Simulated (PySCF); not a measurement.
## Boron: a sound run and one with changed settings

Sound run: B⁺ [He] 2s2, B²⁺ [He] 2s1. Computed with PySCF 2.14 in aug-cc-pVDZ-DK, with scalar relativity by spin-free X2C-1e. In the sound run the correlated levels freeze 1s2. The sound run starts from symmetry-adapted Hartree-Fock orbitals and uses a fine grid where one is needed.

A second run was set up differently.

| species | method | sound run (hartree) | changed run (hartree) | converged |
| --- | --- | --- | --- | --- |
| B⁺ | MP2 | -24.27450 | -24.27560 | yes |
| B⁺ | CCSD(T) | -24.30050 | -24.30130 | yes |
| B²⁺ | MP2 | n/a | -23.37905 | yes |
| B²⁺ | CCSD(T) | n/a | -23.37912 | yes |

Ionisation energy of B⁺:

```
 method  sound run (eV)  changed run (eV)
    UHF          23.499            23.499
    MP2          24.387            24.396
SCS-MP2          24.565            24.575
   CCSD          25.095            25.093
CCSD(T)          25.095            25.094
```

(1) What was changed?
A. all electrons correlated in a valence basis
B. a valence shell is frozen
C. minimal basis
D. basis contracted for another Hamiltonian

## Answers

(1) A. A valence basis has no tight correlating functions, so it recovers only part of the core correlation, and not evenly between atom and ion.
